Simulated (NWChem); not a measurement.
System: Si₂H₄, singlet; SMILES [SiH3][SiH]

Input file for NWChem:

```
start job
memory heap 200 mb stack 900 mb global 1100 mb
geometry units angstroms noautosym nocenter noautoz
  Si     0.047685     1.344640     0.399722
  H      1.236466     1.333924    -0.558416
  Si    -0.072283    -1.018157     0.126956
  H      1.248550    -1.691932     0.285869
  H     -0.523602    -1.218750    -1.285543
  H     -1.052568    -1.702456     1.013769
end
basis spherical
  Si library def2-svp
  H library def2-svp
end
dft
  xc xpbe96 cpbe96
  iterations 150
end
property
  response 1 0.0
end
task dft property
```

Output (shortened):

```
             Northwest Computational Chemistry Package (NWChem) 7.3.0
             --------------------------------------------------------

                             Geometry "geometry" -> ""
                             -------------------------

 Output coordinates in angstroms (scale by  1.889725989 to convert to a.u.)

  No.       Tag          Charge          X              Y              Z
 ---- ---------------- ---------- -------------- -------------- --------------
    1 Si                  14.0000     0.04768500     1.34464000     0.39972200
    2 H                    1.0000     1.23646600     1.33392400    -0.55841600
    3 Si                  14.0000    -0.07228300    -1.01815700     0.12695600
    4 H                    1.0000     1.24855000    -1.69193200     0.28586900
    5 H                    1.0000    -0.52360200    -1.21875000    -1.28554300
    6 H                    1.0000    -1.05256800    -1.70245600     1.01376900

 Effective nuclear repulsion energy (a.u.)      73.9766722557

  pbe96 is a nonlocal functional; adding pw91lda local functional.
                              NWChem Property Module
                              ----------------------

                                 NWChem DFT Module
                                 -----------------

 Summary of "ao basis" -> "ao basis" (spherical)
 ------------------------------------------------------------------------------
       Tag                 Description            Shells   Functions and Types
 ---------------- ------------------------------  ------  ---------------------
 Si                         def2-svp                 8       18   4s3p1d
 H                          def2-svp                 3        5   2s1p

            General Information
            -------------------
          SCF calculation type: DFT
          Wavefunction type:  closed shell.
          No. of atoms     :     6
          No. of electrons :    32
           Alpha electrons :    16
            Beta electrons :    16
          Charge           :     0
          Spin multiplicity:     1
          Use of symmetry is: off; symmetry adaption is: off
          Maximum number of iterations: 150
          AO basis - number of functions:    56
                     number of shells:    28
          Convergence on energy requested:  1.00D-06
          Convergence on density requested:  1.00D-05
          Convergence on gradient requested:  5.00D-04

              XC Information
              --------------
          PerdewBurkeErnzerhof Exchange Functional  1.000
            Perdew 1991 LDA Correlation Functional  1.000 local
           PerdewBurkeErnz. Correlation Functional  1.000 non-local

             Grid Information
             ----------------
          Grid used for XC integration:  medium
          Radial quadrature: Mura-Knowles
          Angular quadrature: Lebedev.
          Tag              B.-S. Rad. Rad. Pts. Rad. Cut. Ang. Pts.
          ---              ---------- --------- --------- ---------
          Si                  1.10       88          10.0       590
          H                   0.35       45          11.0       434
          Grid pruning is: on
          Number of quadrature shells:   356
          Spatial weights used:  Erf1

      Superposition of Atomic Density Guess
      -------------------------------------

 Sum of atomic energies:        -579.47420470

      Non-variational initial energy
      ------------------------------

 Total energy =    -579.788962
 1-e energy   =    -950.127857
 2-e energy   =     296.362222
 HOMO         =      -0.213362
 LUMO         =      -0.095198

   convergence    iter        energy       DeltaE   RMS-Dens  Diis-err
 ---------------- ----- ----------------- --------- --------- ---------
 d= 0,ls=0.0,diis     1   -580.7887616519 -6.55D+02  1.19D-02  1.55D-01
 d= 0,ls=0.0,diis     2   -580.8003960998 -1.16D-02  9.33D-03  3.43D-02
 d= 0,ls=0.0,diis     3   -580.8060006835 -5.60D-03  3.64D-03  1.30D-02
 d= 0,ls=0.0,diis     4   -580.8091395953 -3.14D-03  5.42D-04  2.37D-04
 d= 0,ls=0.0,diis     5   -580.8091971187 -5.75D-05  1.58D-04  2.59D-05
  Resetting Diis
 d= 0,ls=0.0,diis     6   -580.8092028453 -5.73D-06  4.14D-05  1.37D-06
 d= 0,ls=0.0,diis     7   -580.8092031488 -3.04D-07  3.01D-05  1.24D-07
 d= 0,ls=0.0,diis     8   -580.8092030896  5.92D-08  1.90D-05  2.95D-07
 d= 0,ls=0.0,diis     9   -580.8092031897 -1.00D-07  1.71D-06  2.84D-09

         Total DFT energy =     -580.809203189732
      One electron energy =     -951.504923314471
           Coulomb energy =      339.600592097299
    Exchange-Corr. energy =      -42.881544228234
 Nuclear repulsion energy =       73.976672255674

 Numeric. integr. density =       32.000003076543

                       DFT Final Molecular Orbital Analysis
                       ------------------------------------

 Vector   14  Occ=2.000000D+00  E=-3.114834D-01
              MO Center= -3.5D-01, -1.2D+00,  2.9D-01, r^2= 2.7D+00
   Bfn.  Coefficient  Atom+Function         Bfn.  Coefficient  Atom+Function
  ----- ------------  ---------------      ----- ------------  ---------------
    52      0.332800  6 H  s                 33      0.227892  3 Si pz
    47     -0.213594  5 H  s                 36      0.189801  3 Si pz
    31     -0.180438  3 Si px                42     -0.175973  4 H  s
    53      0.154477  6 H  s                 34     -0.152279  3 Si px
    30     -0.131998  3 Si pz                 3      0.116825  1 Si s

 Vector   15  Occ=2.000000D+00  E=-2.645604D-01
              MO Center=  1.6D-01,  4.8D-01,  2.0D-01, r^2= 3.5D+00
   Bfn.  Coefficient  Atom+Function         Bfn.  Coefficient  Atom+Function
  ----- ------------  ---------------      ----- ------------  ---------------
    19      0.315767  2 H  s                 20      0.241833  2 H  s
     8      0.201507  1 Si px                32     -0.197493  3 Si py
    52      0.198045  6 H  s                  3     -0.174452  1 Si s
    35     -0.164318  3 Si py                11      0.163185  1 Si px
     9      0.158385  1 Si py                10     -0.146200  1 Si pz

 Vector   16  Occ=2.000000D+00  E=-2.084978D-01
              MO Center= -6.7D-03,  1.0D+00,  3.9D-01, r^2= 3.4D+00
   Bfn.  Coefficient  Atom+Function         Bfn.  Coefficient  Atom+Function
  ----- ------------  ---------------      ----- ------------  ---------------
     4      0.387526  1 Si s                  3      0.313829  1 Si s
     9      0.287724  1 Si py                12      0.284607  1 Si py
    35     -0.248585  3 Si py                32     -0.214025  3 Si py
     2      0.192804  1 Si s                  6     -0.152326  1 Si py
    26     -0.129367  3 Si s                 27     -0.129190  3 Si s

 Vector   17  Occ=0.000000D+00  E=-1.551200D-01
              MO Center=  6.5D-02,  1.1D+00,  3.5D-01, r^2= 2.9D+00
   Bfn.  Coefficient  Atom+Function         Bfn.  Coefficient  Atom+Function
  ----- ------------  ---------------      ----- ------------  ---------------
    13      0.501382  1 Si pz                11      0.408679  1 Si px
    10      0.330005  1 Si pz                 8      0.265088  1 Si px
     7     -0.173392  1 Si pz                48      0.150037  5 H  s
     5     -0.139431  1 Si px                43     -0.132403  4 H  s
    47      0.114491  5 H  s                 42     -0.087403  4 H  s

 Vector   18  Occ=0.000000D+00  E=-3.467939D-03
              MO Center=  1.2D-01,  6.9D-01,  3.1D-01, r^2= 4.8D+00
   Bfn.  Coefficient  Atom+Function         Bfn.  Coefficient  Atom+Function
  ----- ------------  ---------------      ----- ------------  ---------------
    12      0.820957  1 Si py                20     -0.664202  2 H  s
    35      0.568399  3 Si py                27      0.522262  3 Si s
    11      0.478816  1 Si px                26      0.438793  3 Si s
    43     -0.407634  4 H  s                 13     -0.402386  1 Si pz
    34      0.334510  3 Si px                36      0.298039  3 Si pz

 Vector   19  Occ=0.000000D+00  E= 1.876023D-02
              MO Center=  2.7D-02, -5.3D-01,  1.5D-01, r^2= 4.4D+00
   Bfn.  Coefficient  Atom+Function         Bfn.  Coefficient  Atom+Function
  ----- ------------  ---------------      ----- ------------  ---------------
    36      0.988803  3 Si pz                48      0.728042  5 H  s
    53     -0.704676  6 H  s                 20      0.625495  2 H  s
    34     -0.585981  3 Si px                43      0.538758  4 H  s
     3     -0.460437  1 Si s                 35      0.458024  3 Si py
     4     -0.414040  1 Si s                 12      0.340672  1 Si py

     Multipole analysis of the density
     ---------------------------------

     L   x y z        total         alpha         beta         nuclear
     -   - - -        -----         -----         ----         -------
     0   0 0 0     -0.000000    -16.000000    -16.000000     32.000000

     1   1 0 0      0.103236     -0.481733     -0.481733      1.066701
     1   0 1 0      0.015958     -1.212357     -1.212357      2.440672
     1   0 0 1     -0.033606     -6.469434     -6.469434     12.905262

     2   2 0 0    -22.171451    -19.254116    -19.254116     16.336781
     2   1 1 0      0.257705     -6.825768     -6.825768     13.909242
     2   1 0 1      1.633436      1.868598      1.868598     -2.103760
     2   0 2 0    -24.615857    -99.533854    -99.533854    174.451851
     2   0 1 1     -0.702768     -8.078092     -8.078092     15.453415
     2   0 0 2    -21.618225    -20.694595    -20.694595     19.770965

 *** CALLING NEW AORESP DRIVER FOR CLOSED AND OPEN SHELLS ***
 Entering AOResponse driver routine

--------------------------------------------------------------------------------

          -----------------------------------------------
          Solving response equations for perturbing field
          -----------------------------------------------

 number of frequencies:     1
 frequency in a.u.:  0.0000000E+00
 Perturbing field: electric
 Using El. Dipole Length Gauge

 Setting up CPKS with frequency omega =      0.00000000 a.u.

 STATIC response

                                NWChem CPHF Module
                                ------------------

  scftype          =     RHF
  nclosed          =       16
  nopen            =        0
  variables        =      640
  # of vectors     =        3
  tolerance        = 0.10D-03
  level shift      = 0.00D+00
  max iterations   =       50
  max subspace     =       30

 SCF residual:    1.4079688857994776E-005

Iterative solution of linear equations
  No. of variables      640
  No. of equations        3
  Maximum subspace       30
        Iterations       50
       Convergence  1.0D-04

   iter   nsub   residual    time
   ----  ------  --------  ---------
     1      3    7.22D+00       3.8
     2      6    1.15D+00       4.5
     3      9    2.09D-01       5.1
     4     12    2.38D-02       5.8
     5     15    2.40D-03       6.5
     6     18    6.05D-04       7.1
     7     21    4.31D-05       7.8

 Electric Dipole Response Matrix (nonzero elements):

              1        2        3
    1   49.4936   2.2248  -4.0839
    2    2.2248  78.5049   3.2781
    3   -4.0839   3.2781  48.1793

 ------------------------------------------
 average:        58.72595 + I       0.00000

 DFT Linear Response polarizability / au
 Frequency  =       0.0000000 / au
              X              Y              Z
 -----------------------------------------------
 X      49.4936405      2.2247532     -4.0838628
 Y       2.2247539     78.5049329      3.2781436
 Z      -4.0838697      3.2781138     48.1792658
 -----------------------------------------------
 Eigenvalues =      52.9660365     78.9647432     44.2470594
 Isotropic   =      58.7259464
 Anisotropic =      31.2831495
 -----------------------------------------------

 Magnetic Dipole Response Matrix (nonzero elements):

 Exiting AOResponse driver routine
```

Level: PBE/def2-SVP. Low-valent species are run as closed-shell singlets; no triplet was tried in these runs. Geometry: optimised at PBE0-D3(BJ)/def2-TZVP.
